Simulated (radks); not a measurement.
Neutral copper, 29 electrons, occupied as [Ar] 3d10 4s1.

All-electron calculation, scalar-relativistic Kohn-Sham, LDA (Slater exchange, Perdew-Wang correlation), spin-polarised, spherical densities, finite nucleus; open shells are filled with parallel spins first; Fermi nuclear charge, rms radius 3.8823 fm. Program: a radial shooting solver on a logarithmic mesh with Libxc functionals.

Energy parts (hartree):
total: -1652.26350
kinetic: 1676.12466
electron-nucleus: -3981.18941
Hartree: 717.71332
exchange-correlation: -64.91207

Orbitals (lengths in bohr, moments of r in powers of bohr; r(max) is where P^2 peaks):
orbital,occ.,eigenvalue (hartree),r(max),<r^2>
1s up,1,-324.6149,0.03417,0.003667
1s down,1,-324.6136,0.03417,0.003667
2s down,1,-38.96632,0.1970,0.06553
2s up,1,-38.96537,0.1970,0.06553
2p down,3,-33.67573,0.1582,0.05239
2p up,3,-33.67521,0.1582,0.05239
3s down,1,-4.19300,0.6138,0.5887
3s up,1,-4.19201,0.6139,0.5893
3p down,3,-2.64493,0.6191,0.6663
3p up,3,-2.64456,0.6192,0.6680
3d up,5,-0.19609,0.6001,1.616
3d down,5,-0.19044,0.5991,1.526
4s up,1,-0.19035,2.260,9.681
4s down,0,-0.16076,2.250,10.18

The highest occupied level is 4s up at -5.180 eV. Summed over all electrons, <r^2> = 31.02 bohr^2, which gives a Langevin (diamagnetic) susceptibility term of -24.6 x 10^-6 cm^3/mol. For comparison, the ionisation energy in NIST's Atomic Spectra Database is 7.726 eV (measured). In exact Kohn-Sham theory the highest level is minus the ionisation energy, but local and semilocal functionals leave it too shallow, through self-interaction and a potential that decays too fast; potentials with the right tail come closer. The density falls to 0.001 e/bohr^3 at r = 4.08 bohr. Spin moment in Bohr magnetons: 1.

Run on one thread of a shared host, so times are rough (Arm Neoverse V2): 0.17 s of CPU time, 0.17 s wall, 18 iterations on 2381 mesh points.
